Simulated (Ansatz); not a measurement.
The cluster Rb5H4, relaxed as a doublet with UKS B3LYP-D4/def2-SVP in Ansatz, starting from the GFN1-xTB geometry. Force threshold 0.02 eV/Å.

In the def2 sets Rb takes a core potential; there is no spin–orbit coupling. The relaxation made no stability test and no search for a lower SCF solution. Another isomer (doublet) lies 0.25 eV lower at PBE0-D4/def2-TZVP; other spin states weren't run for this one.

Start:

Cartesian coordinates in Å:
```
Rb -2.4837 -1.8270 0.2100
Rb -0.5084 0.5583 3.0028
Rb -1.0127 0.5389 -2.8766
Rb 0.9292 2.9460 -0.0878
Rb 1.4316 -1.0290 -0.1144
H 1.6297 1.1733 1.6768
H 1.2996 1.1853 -1.9428
H -0.4963 -1.7725 1.8681
H -0.7891 -1.7732 -1.7362
```

```csv
step,energy (eV),largest force component (eV/Å),SCF passes
1,-3344.9279,0.401,17
2,-3345.1094,0.099,20
3,-3345.1714,0.063,22
4 (rejected),-3345.1697,0.088,24
5,-3345.1774,0.006,23
```

Force components are those of the run's own axes.

End:

```xyz
9

Rb   -2.6002   -2.2182    0.2279
Rb   -0.3719    0.4812    3.3817
Rb   -0.9429    0.4650   -3.2716
Rb    1.2608    3.1831   -0.1148
Rb    1.3533   -0.9744   -0.1138
H     1.5577    1.2716    1.7207
H     1.2396    1.2643   -1.9664
H    -0.5905   -1.7317    1.9116
H    -0.9059   -1.7409   -1.7754
```

By distances, no bond broke or formed. The bond that changes most is Rb3–H7, from 2.58 to 2.67 Å (atoms count from 1).

No frequencies were taken in this run, so the end may be a saddle point.

Hardware: 4 threads of Arm Neoverse V1 on a shared host. Wall time 26 s.
